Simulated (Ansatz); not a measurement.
Consider the stannylene formation by 1,1-elimination: `C[O][SnH]([CH3])[NH2]` → `[CH3][Sn][NH2]` + CH₃OH.

Computed with Ansatz on PBE0-D4/def2-TZVP structures; ΔE is electronic, products minus reactants. CCSD(T)/CBS is the MP2 limit (def2-TZVPP, def2-QZVPP) plus CCSD(T) − MP2 in def2-TZVPP, frozen cores. This one scheme is used for every species. DFT in def2-TZVPP. B3LYP here is the variant with VWN-RPA as its local correlation; programs differ in this. def2 core potentials past Kr. For Sn outer-core shells are correlated without core-valence functions, which leaves a few kJ/mol of doubt a bond. Each species was taken in one conformer, which may not be the lowest.

```csv
level,ΔE (kJ/mol),difference from CCSD(T)/CBS
PBE-D4,22.7,-20.8
r2SCAN-D4,37.9,-5.6
PBE0-D4,34.3,-9.2
ωB97X-V,49.5,6.0
ωB97M-V,36.6,-6.9
B2PLYP,21.8,-21.7
PBE,14.3,-29.2
r2SCAN,35.1,-8.4
B3LYP,5.8,-37.7
HF/def2-TZVPP,28.8,-14.7
MP2/def2-TZVPP,40.9,-2.6
SCS-MP2/def2-TZVPP,36.1,-7.4
CCSD(T)/def2-TZVPP,42.4,-1.1
HF/def2-QZVPP,29.4,-14.1
MP2/def2-QZVPP,41.7,-1.8
SCS-MP2/def2-QZVPP,37.6,-5.9
CCSD(T)/CBS,43.5,0
```

Largest T1 diagnostic among the species: 0.016.

In def2-TZVPP, CCSD(T) changes the Hartree–Fock value by +13.7 kJ/mol (the triples alone add +3.6 kJ/mol) and MP2 by +12.1 kJ/mol. The D4 term adds +12.8 kJ/mol with B3LYP and +7.6 kJ/mol with PBE0; it sums over pairs of atoms, weighted by their polarisabilities, and B3LYP, whose exchange is more repulsive, gets the larger term.
